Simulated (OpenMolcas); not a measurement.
# Tm3+: effect of the metal basis and ligand basis

Tm3+ with 2 ligands (fluoride) in linear coordination (D∞h) at 1.93 Å.

```
Program             : OpenMolcas 26.06
Method              : CASSCF
Spin-orbit coupling : state interaction with AMFI integrals over the reference wave functions
```

Fixed: active space 12 electrons in 7 orbitals (4f), DKH2 Hamiltonian.

States (labels by Λ). Energies in cm-1 above the lowest state or level, χT in cm3 K/mol.

| Run | Metal basis | Ligand basis | Ground state | First state of that spin | First gap with spin-orbit (degeneracies) | Width of lowest J | χT at 300 K | Cost |
| --- | --- | --- | --- | --- | --- | --- | --- | --- |
| A | ANO-RCC-VDZP | ANO-RCC-VDZP | 3Δ | 3Π 76.7 | 22.1 (2, 2) | 3486 | 6.677 | roughly 10 core-seconds |
| B | ANO-RCC-VTZP | ANO-RCC-VTZP | 3Δ | 3Π 26.8 | 7.4 (2, 2) | 3830 | 6.672 | roughly 40 core-seconds |

Against A, the width of the lowest J multiplet changes by +9.9 % in B.

Costs are those of the RASSCF and RASSI steps.

Without dynamic correlation the ligand-field splitting of an f shell can come out too small, at times by half. No measured value stands beside these numbers; the geometry is a model, was not optimised and need not be the one that this ion takes.
